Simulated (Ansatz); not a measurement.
Process, species as SMILES: [F][Ti]([F])[F] → [F][Ti]([F])[F] as singlet, charge +1 + e-
Structures are relaxed separately at B3LYP-D3(BJ)/def2-TZVP in Ansatz (a first-principles code). Frequencies are from Ansatz. High T1 diagnostic, so coupled cluster is less sure: [F][Ti]([F])[F] as singlet, charge +1. [F][Ti]([F])[F]: The spin state was set by rule; other spins were not relaxed. [F][Ti]([F])[F] as singlet, charge +1: The spin state was set by rule; other spins were not relaxed.

Quantity: adiabatic ionisation energy (0 K, with B3LYP-D3(BJ) harmonic zero-point energies), in eV. Valence correlation only, unless marked. Open shells are spin-unrestricted. No spin-orbit coupling. The frozen core is the preceding noble-gas configuration, with the filled d and f shells of earlier blocks. No relativistic terms. CBS(X,Y): correlation extrapolated as X^-3; Hartree-Fock from the larger set. The bracket is a focal-point correction in the basis named.

```
level                                                              program  adiabatic ionisation energy (eV)
----------------------------------------------------------  --------------  --------------------------------
revPBE-D3(BJ)/def2-TZVPD                                    Ansatz + dftd3                                 …
PBE0-D3(BJ)/def2-TZVPD                                      Ansatz + dftd3                              9.41
PBE0-D4/def2-TZVP                                           Ansatz + dftd4                                 …
CAM-B3LYP/def2-TZVPD                                                Ansatz                              9.75
RI-MP2/CBS(def2-TZVPP,def2-QZVPP)+[CCSD(T)-MP2]/def2-TZVPP          Ansatz                              9.60
```

Problem. What belongs in the gaps?

Solution. 
- revPBE-D3(BJ)/def2-TZVPD, adiabatic ionisation energy (eV): 8.83
- PBE0-D4/def2-TZVP, adiabatic ionisation energy (eV): 9.43
